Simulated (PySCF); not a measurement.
C₅H₉BO₂.
Numbering: `[CH2:1]=[CH:2][CH2:3][C@@H:4]1[CH2:5][O:6][BH:7][O:8]1` (hydrogens: H9, H10 on C1; H11 on C2; H12, H13 on C3; H14 on C4; H15, H16 on C5; H17 on B7)

Level of theory: PBE0-D3(BJ)/def2-SVP geometry optimisation, gas phase in PySCF.

Problem. Give the optimised bond lengths and angles.

Solution. 
```json
{"bond": "C1=C2", "length (bohr)": "2.521", "order": "double"}
{"bond": "C2–C3", "length (bohr)": "2.828", "order": "single"}
{"bond": "C3–C4", "length (bohr)": "2.882", "order": "single"}
{"bond": "C4–C5", "length (bohr)": "2.926", "order": "single"}
{"bond": "C5–O6", "length (bohr)": "2.681", "order": "single"}
{"bond": "O6–B7", "length (bohr)": "2.570", "order": "single"}
{"bond": "B7–O8", "length (bohr)": "2.571", "order": "single"}
{"bond": "C4–O8", "length (bohr)": "2.693", "order": "single"}
{"bond": "C1–H9", "length (bohr)": "2.069", "order": "single"}
{"bond": "C1–H10", "length (bohr)": "2.066", "order": "single"}
{"bond": "C2–H11", "length (bohr)": "2.075", "order": "single"}
{"bond": "C3–H12", "length (bohr)": "2.088", "order": "single"}
{"bond": "C3–H13", "length (bohr)": "2.080", "order": "single"}
{"bond": "C4–H14", "length (bohr)": "2.083", "order": "single"}
{"bond": "C5–H15", "length (bohr)": "2.081", "order": "single"}
{"bond": "C5–H16", "length (bohr)": "2.083", "order": "single"}
{"bond": "B7–H17", "length (bohr)": "2.268", "order": "single"}
```

Orders are formal, as drawn. A selection of angles:
```json
{"angle": "C1–C2–C3", "degrees": "124.9"}
{"angle": "C2–C3–C4", "degrees": "113.0"}
{"angle": "C3–C4–C5", "degrees": "114.7"}
{"angle": "C3–C4–O8", "degrees": "109.7"}
{"angle": "C5–C4–O8", "degrees": "104.2"}
{"angle": "C4–C5–O6", "degrees": "105.4"}
{"angle": "C5–O6–B7", "degrees": "108.0"}
{"angle": "O6–B7–O8", "degrees": "113.6"}
{"angle": "C4–O8–B7", "degrees": "108.6"}
```

Torsions: C1–C2–C3–C4 -113° (anticlinal); C2–C3–C4–C5 -67° (synclinal); C3–C4–C5–O6 -116° (anticlinal); C4–C5–O6–B7 -3° (synperiplanar); C5–O6–B7–O8 1° (synperiplanar); O6–B7–O8–C4 2° (synperiplanar); C3–C4–O8–B7 120° (anticlinal).

Of the pairs four or more bonds apart, C2···H16 is among the closest relative to their van der Waals radii: 2.88 Å, 99 % of the sum of Bondi's values. O8 (boron-bound oxygen) is bent (angle 108.6°). B7 (three-coordinate boron) is planar (angles 123.2°, 123.2° and 113.6°, sum 360.0°, 0.00 Å off the plane of its three neighbours). The 5-membered ring C4–C5–O6–B7–O8 has internal angles of 104.2° to 113.6° (sum 540°, against 540° for a flat polygon); it is almost planar, 0.02 Å rms from its mean plane, widest ring torsion 4°. O6 (boron-bound oxygen) is bent (angle 108.0°). The 4 C–C bonds span 1.334 Å (C1=C2, drawn double) to 1.548 Å (C4–C5, drawn single), a spread of 0.214 Å.

Point group: C1 (no symmetry element, even within 0.4 Å). Not checked by PBE0-D3(BJ)/def2-SVP frequencies. One conformer, not necessarily the lowest.

The run took 2.4 min wall on one thread of an Arm Neoverse N1, shared host with 64 logical CPUs at a one-minute load of 61, and the process peaked at 0.63 GiB of memory. This is the geometry optimisation.
